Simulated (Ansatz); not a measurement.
`N[SiH]([SiH3])Br` + H₂Se → `N[SiH]([SiH3])[SeH]` + HBr at 298.15 K and 1 bar (ligand exchange at the Si–Br bond).

Gas-phase electronic energies from Ansatz, PBE0-D4/def2-TZVP geometries. CCSD(T)/CBS is the MP2 limit (def2-TZVPP, def2-QZVPP) plus CCSD(T) − MP2 in def2-TZVPP, frozen cores. For Br, Se outer-core shells are correlated without core-valence functions, which leaves a few kJ/mol of doubt a bond. Scalar relativity is left out up to krypton. One conformer a species, not always the lowest.

```json
{"species": "`N[SiH]([SiH3])Br`", "CCSD(T)/CBS energy (Eh)": "-3209.86330", "H − E (kJ/mol)": "183.8", "S (J/(mol·K))": "368.2"}
{"species": "H₂Se", "CCSD(T)/CBS energy (Eh)": "-2401.89790", "H − E (kJ/mol)": "45.8", "S (J/(mol·K))": "219.1"}
{"species": "`N[SiH]([SiH3])[SeH]`", "CCSD(T)/CBS energy (Eh)": "-3037.82609", "H − E (kJ/mol)": "204.0", "S (J/(mol·K))": "389.5"}
{"species": "HBr", "CCSD(T)/CBS energy (Eh)": "-2573.91920", "H − E (kJ/mol)": "24.6", "S (J/(mol·K))": "198.6"}
```

H − E and S are ideal-gas, rigid-rotor, harmonic terms from PBE0-D4/def2-TZVP, for one conformer and one mirror image of each species. 1 Eh = 2625.50 kJ/mol, R = 8.31446 J/(mol·K).

Q: By hand: ΔE, ΔH, ΔS and ΔG.

A: ΔE = (-3037.82609) + (-2573.91920) − (-3209.86330) − (-2401.89790) = 0.01591 Eh = 41.8 kJ/mol. Δ(H − E) = 204.0 + 24.6 − 183.8 − 45.8 = -1.0, so ΔH = 40.8 kJ/mol. ΔS = 389.5 + 198.6 − 368.2 − 219.1 = 0.8 J/(mol·K). ΔG = 40.8 − 298.15 × (0.8)/1000 = 40.6 kJ/mol.

Q: By hand: the equilibrium constant, and the temperature at which ΔG would vanish if ΔH and ΔS stayed fixed.

A: log₁₀ K = −ΔG/(RT ln 10) = -7.1. ΔG = 0 at ΔH/ΔS = 51000 K, far beyond where these terms or the molecules hold.

The number of gas molecules stays the same, so ΔS is small and ΔH decides. A doubt of 5 kJ/mol in ΔE shifts log₁₀ K by 0.9 here. Other conformers and mirror images would add mixing entropy, several J/(mol·K) or more a flexible species. These are equilibria of isolated gas molecules and say nothing of rates. Largest T1 diagnostic: 0.011 (customary marks: 0.02 for closed shells, 0.045 for open ones).
